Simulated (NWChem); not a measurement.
System meant: C4H3F; SMILES C#CC(=C)F

Input file for NWChem:

```
start job
memory heap 200 mb stack 900 mb global 1100 mb
geometry units angstroms noautoz
  C      0.055319     2.194659     0.000000
  C     -0.002349     0.971175     0.000000
  C     -0.056632    -0.455627     0.000000
  C     -1.179230    -1.202767     0.000000
  F      1.158001    -1.050972     0.000000
  H      0.102714     3.275041     0.000000
  H     -2.162790    -0.716849     0.000000
  H     -1.111424    -2.299685     0.000000
end
basis spherical
  * library def2-svp
end
dft
  xc xpbe96 cpbe96
  iterations 4
  mulliken
end
task dft energy
```

End of the output:

```
    Atom       Charge   Shell Charges
 -----------   ------   -------------------------------------------------------
    1 C    6     6.07   1.97  0.64  0.36  1.84  1.22  0.05
    2 C    6     6.02   1.97  0.64  0.31  1.86  1.17  0.07
    3 C    6     5.96   1.96  0.61  0.29  1.84  1.07  0.19
    4 C    6     6.05   1.97  0.61  0.33  1.86  1.23  0.06
    5 F    9     9.04   1.98  1.02  0.74  3.19  2.10  0.01
    6 H    1     0.95   0.60  0.28  0.08
    7 H    1     0.96   0.62  0.27  0.07
    8 H    1     0.96   0.62  0.27  0.07

 center of mass
 --------------
 x =   0.11644987 y =  -0.03514271 z =   0.00000000

 moments of inertia (a.u.)
 ------------------
         452.000001251290          -0.000000000000           0.000000000000
          -0.000000000000         171.069325764313           0.000000000000
           0.000000000000           0.000000000000         623.069327015603

     Multipole analysis of the density
     ---------------------------------

     L   x y z        total         alpha         beta         nuclear
     -   - - -        -----         -----         ----         -------
     0   0 0 0     -0.000000    -18.000000    -18.000000     36.000000

     1   1 0 0     -0.486430     -0.243215     -0.243215     -0.000000
     1   0 1 0      0.144413      0.072206      0.072206     -0.000000
     1   0 0 1      0.000000      0.000000      0.000000      0.000000

     2   2 0 0    -20.965402    -57.543698    -57.543698     94.121993
     2   1 1 0      1.330099     -4.234699     -4.234699      9.799497
     2   1 0 1     -0.000000     -0.000000     -0.000000      0.000000
     2   0 2 0    -16.390967   -134.911228   -134.911228    253.431489
     2   0 1 1     -0.000000     -0.000000     -0.000000      0.000000
     2   0 0 2    -22.218490    -11.109245    -11.109245      0.000000

 ------------------------------------------------------------------------
 dft energy failed                                                                                  0
 ------------------------------------------------------------------------
 ------------------------------------------------------------------------
  current input line :
    21: task dft energy
 ------------------------------------------------------------------------
 ------------------------------------------------------------------------
 This type of error is most commonly associated with calculations not reaching convergence criteria
 ------------------------------------------------------------------------
 For more information see the NWChem manual at https://nwchemgit.github.io

0:dft energy failed:Received an Error in Communication
```

**Question.** Can this run be used? If not, why, and what is the fix?

**Answer.** The run did not converge; its last values are not results. Cause: the SCF was allowed too few iterations. This input runs:
```
start job
memory heap 200 mb stack 900 mb global 1100 mb
geometry units angstroms noautoz
  C      0.055319     2.194659     0.000000
  C     -0.002349     0.971175     0.000000
  C     -0.056632    -0.455627     0.000000
  C     -1.179230    -1.202767     0.000000
  F      1.158001    -1.050972     0.000000
  H      0.102714     3.275041     0.000000
  H     -2.162790    -0.716849     0.000000
  H     -1.111424    -2.299685     0.000000
end
basis spherical
  C library def2-svp
  F library def2-svp
  H library def2-svp
end
dft
  xc xpbe96 cpbe96
  iterations 150
  mulliken
end
task dft energy
```
It converges to -253.48488 Ha (PBE/def2-SVP).
